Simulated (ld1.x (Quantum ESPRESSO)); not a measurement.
# u(r) = r·R(r): atom against pseudo-atom (erbium)

Columns: radius, all-electron u(r) and pseudo u(r) of the 4f shell (level -7.40 eV) of erbium in the configuration [Kr] 4d10 4f12 5s2 5p6 5d0 6s2 6p0; PBEsol, non-relativistic, TM scheme, ld1.x (Quantum ESPRESSO) 7.5.

```csv
r (bohr),all-electron,pseudo
0.168,0.3609,0.1069
0.335,0.9739,0.8077
0.503,1.1462,1.2708
0.670,1.0561,1.1088
0.838,0.8946,0.8961
1.005,0.7370,0.7370
1.172,0.6020,0.6020
1.340,0.4906,0.4906
1.508,0.4008,0.4008
1.675,0.3290,0.3290
1.842,0.2711,0.2711
2.010,0.2242,0.2242
2.178,0.1861,0.1861
2.345,0.1554,0.1554
2.512,0.1303,0.1303
2.680,0.1096,0.1096
2.848,0.0926,0.0926
3.015,0.0786,0.0786
3.182,0.0671,0.0671
3.350,0.0574,0.0574
3.518,0.0492,0.0492
3.685,0.0424,0.0424
3.852,0.0366,0.0366
4.020,0.0316,0.0316
4.188,0.0274,0.0274
4.355,0.0237,0.0237
```

Task: How many radial nodes do the two functions have?

Result: The all-electron 4f function has n − l − 1 = 0; the pseudo-wave has 0.

Task: At about which radius was the pseudo-wave matched?

Result: 0.95 bohr, where the columns begin to agree (steps of 0.17 bohr).

Task: Where does each function peak?

Result: Outermost all-electron maximum near 0.50 bohr, pseudo maximum near 0.50 bohr (to the table’s step).

Task: Is the pseudo-wave norm-conserving?

Result: Yes: the TM scheme keeps the norm inside the radius equal to the all-electron one, which fixes the energy derivative of the logarithmic derivative at the level.
